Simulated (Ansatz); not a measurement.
```yaml
crystal:
  periodic: [false, false, false]
  atoms:
    - {symbol: C, position_ang: [-1.576037, 1.688341, 1.117099]}
    - {symbol: C, position_ang: [-0.938202, 0.770413, 0.077844]}
    - {symbol: N, position_ang: [-0.546748, -0.333310, 0.321945]}
    - {symbol: C, position_ang: [0.096667, -1.094119, -0.788815]}
    - {symbol: Si, position_ang: [1.970535, -1.254603, -0.387554]}
    - {symbol: H, position_ang: [-0.989982, 2.583455, 1.217251]}
    - {symbol: H, position_ang: [-1.601999, 1.074274, 2.030540]}
    - {symbol: H, position_ang: [-2.624833, 1.875456, 0.798238]}
    - {symbol: H, position_ang: [-0.906968, 1.242920, -0.929954]}
    - {symbol: H, position_ang: [-0.036101, -0.590616, -1.756086]}
    - {symbol: H, position_ang: [-0.291540, -2.164544, -0.844931]}
    - {symbol: H, position_ang: [2.605110, 0.123036, -0.312531]}
    - {symbol: H, position_ang: [2.160304, -1.946157, 0.877606]}
    - {symbol: H, position_ang: [2.671364, -2.051230, -1.508943]}
basis:
  gaussian: {orbitals: cc-pVDZ, fitting: {mean_field: def2-universal-jkfit}, point_charges: [{charge: -1.00, position_ang: [6.691, 0.055, -0.086]}]}
hamiltonian: {xc: {name: CAM-B3LYP}}
scf: {lower_state_search: full}
output: {forces: true}
```

```sh
$ ansatz run in.yaml --threads 4 --pin off --events-out ev --progress --plain --max-ram 10444MiB
```

Shortened log:

```
Functional definition: CAM-B3LYP
592 factors; integrals over basis functions are off by at most 3.6e-1 eV
592 factors; integrals over basis functions are off by at most 5.2e-7 eV
mean field evaluation 1: about -12617.2096 eV, gradient 4.3e1 eV
mean field evaluation 2: about -12617.2095 eV, gradient 4.3e1 eV
mean field evaluation 4: about -12621.6401 eV, gradient 7.5e0 eV
mean field evaluation 8: about -12621.7561 eV, gradient 6.4e-2 eV
mean field evaluation 16: about -12621.7561 eV, gradient 3.2e-5 eV
mean field -12621.75606290 eV, -463.8409799779 hartree, gradient 3.2e-5 eV, S^2 0.000000; 0 other end points of the search recorded, 0 dependent functions left out
reference -12621.75620257 eV, -463.8409851106 hartree; 24, 24 occupied and 95, 95 virtual orbitals, 592 factors
Total energy: -12621.75620257 eV, -463.8409851106 hartree
Atom 0 at    -1.576037     1.688341     1.117099 Å, force    -0.484841    -2.133968    -0.538382 eV/Å
Atom 1 at    -0.938202     0.770413     0.077844 Å, force    -2.375882     6.226929    -0.962457 eV/Å
Atom 2 at    -0.546748    -0.333310     0.321945 Å, force     2.340487    -6.200401     0.151302 eV/Å
Atom 3 at     0.096667    -1.094119    -0.788815 Å, force    -0.097188    -0.668008     1.126740 eV/Å
Atom 4 at     1.970535    -1.254603    -0.387554 Å, force     0.740826     0.561065    -1.176666 eV/Å
Atom 5 at    -0.989982     2.583455     1.217251 Å, force     0.212823     0.840422     0.218064 eV/Å
Atom 6 at    -1.601999     1.074274     2.030540 Å, force     0.015716     0.458508     0.259096 eV/Å
Atom 7 at    -2.624833     1.875456     0.798238 Å, force     0.385483     0.350444     0.156973 eV/Å
Atom 8 at    -0.906968     1.242920    -0.929954 Å, force     0.188820    -0.166831    -0.197950 eV/Å
Atom 9 at    -0.036101    -0.590616    -1.756086 Å, force    -0.133749     0.002741    -0.263267 eV/Å
Atom 10 at    -0.291540    -2.164544    -0.844931 Å, force     0.093229     1.200253     0.111860 eV/Å
Atom 11 at     2.605110     0.123036    -0.312531 Å, force    -0.317702    -0.438576    -0.028173 eV/Å
Atom 12 at     2.160304    -1.946157     0.877606 Å, force    -0.033726    -0.379900     0.607866 eV/Å
Atom 13 at     2.671364    -2.051230    -1.508943 Å, force    -0.498308     0.356181     0.540224 eV/Å
Dipole moment:     0.136586     0.155894    -0.201405 e Å
```

Run time 1.4 s (4 threads of an Arm Neoverse V2 on a shared host); peak host memory 0.52 GiB.
